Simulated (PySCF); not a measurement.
## Vertical excitation energies

Species: C4H6O2Se.
Cartesian coordinates in Å at the PBE0-D3(BJ)/def2-SVP level; atoms count from 1:
```
atom  x, y, z in Å
O1     2.7082   -0.7948    0.4509
C2     2.5195   -0.0297   -0.4498
O3     1.3253    0.2632   -0.9655
C4     0.2195   -0.4030   -0.3997
C5    -1.0962    0.2527   -0.7979
C6    -1.8177    0.2130    0.5542
Se7   -0.1268   -0.1180    1.5245
H8     3.3037    0.5517   -0.9759
H9     0.3017   -1.4804   -0.6070
H10   -0.8756    1.2904   -1.0869
H11   -1.6219   -0.2328   -1.6356
H12   -2.4977   -0.6421    0.6687
H13   -2.3385    1.1344    0.8458
```

Method used: PySCF 2.14.0, density-fitted response routines, TDDFT B3LYP/def2-SVPD, vertical, gas phase, core orbitals frozen in the response. The B3LYP/def2-SVPD calculation is non-relativistic and has no spin–orbit coupling, an omission that weighs most on selenium.

```json
{"state": "S1", "E (eV)": "4.01", "λ (nm)": "309.4", "f": "0.0001", "main configurations (H = HOMO, L = LUMO)": "H→L (93%)"}
{"state": "S2", "E (eV)": "4.74", "λ (nm)": "261.5", "f": "0.0010", "main configurations (H = HOMO, L = LUMO)": "H→L+1 (94%)"}
{"state": "S3", "E (eV)": "5.64", "λ (nm)": "219.9", "f": "0.0065", "main configurations (H = HOMO, L = LUMO)": "H→L+2 (94%)"}
{"state": "S4", "E (eV)": "5.71", "λ (nm)": "217.1", "f": "0.0041", "main configurations (H = HOMO, L = LUMO)": "H-2→L+1 (36%), H-2→L (35%), H-1→L (12%)"}
{"state": "S5", "E (eV)": "5.74", "λ (nm)": "215.9", "f": "0.043", "main configurations (H = HOMO, L = LUMO)": "H→L+3 (88%)"}
{"state": "S6", "E (eV)": "6.12", "λ (nm)": "202.5", "f": "0.025", "main configurations (H = HOMO, L = LUMO)": "H→L+4 (85%), H→L+5 (10%)"}
```

The lowest singlet lies at 4.01 eV (309 nm, ultraviolet) and is dark (f under 0.0005); its leading configuration is HOMO→LUMO (93%). The most intense listed level is S5 at 5.74 eV (216 nm, f = 0.043), 1.74 eV above S1. Löwdin shares by element: HOMO selenium 74%, carbon 17% or more; LUMO selenium 45%, carbon 22% or more, oxygen 11% or more (atoms not listed hold the other 23%). Of the 6 states listed, 2 reach f = 0.01 and 1 stays under 0.0005. The oscillator strengths of these states sum to 0.080; summed over the whole spectrum of an exact calculation they would give the number of electrons, 80 (Thomas–Reiche–Kuhn). Weighted by f, the mean energy of these states is 5.84 eV. Singlets were solved by full linear response.

One conformer stands for the species.
